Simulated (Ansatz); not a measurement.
Ideal-gas functions of CH3F2ISi (`C[Si](F)(F)I`) at 298.15 K and 1 bar, from an Ansatz frequency run at PBE0-D4/def2-TZVP.

Molar mass 208.02 g/mol, point group Cs (symmetry number 1), electronic degeneracy 1, moments of inertia 134.755, 455.266, 464.551 u Å². Harmonic wavenumbers (cm⁻¹, unscaled): 145, 153, 177, 222, 235, 322, 410, 721, 788, 801, 906, 964, 1286, 1438, 1443, 3060, 3148, 3158.

Use S(trans) = R[1.5 ln M + 2.5 ln T − 1.1517]; rotational temperatures θ = 24.2544 K / I; S(rot) = R[ln(√π/σ · √(T³/θAθBθC)) + 1.5]; for each mode x = 1.438777 ν̃/T, S = R[x/(eˣ − 1) − ln(1 − e⁻ˣ)] and H = RT x/(eˣ − 1); 1 cm⁻¹ = 0.0119627 kJ/mol; R = 8.31446 J/(mol·K).

By hand: the entropy, in J/(mol·K).

Translation 175.4. Rotation: θ = 0.18, 0.0533, 0.0522 K, giving 119.9. Vibration, mode by mode: 11.45, 11.02, 9.87, 8.13, 7.70, 5.44, 3.88, 1.18, 0.91, 0.86, 0.57, 0.45, 0.12, 0.06, 0.06, 0.00, 0.00, 0.00, in all 61.7. Electronic 0.0. Sum 357.0 J/(mol·K).

By hand: H − E and G − E in kJ/mol, counted from the electronic energy.

Zero-point energy ½ × 19377 × 0.0119627 = 115.9; thermal vibration 10.5; translation, rotation and pV give 4 RT = 9.9. H − E = 136.3 kJ/mol, and G − E = 136.3 − 298.15 × 357.0/1000 = 29.9 kJ/mol.

Vibration gives 17 % of the entropy, 11.5 J/(mol·K) of it from the mode under 150 cm⁻¹: soft modes count most, and the harmonic formula is weakest for them.
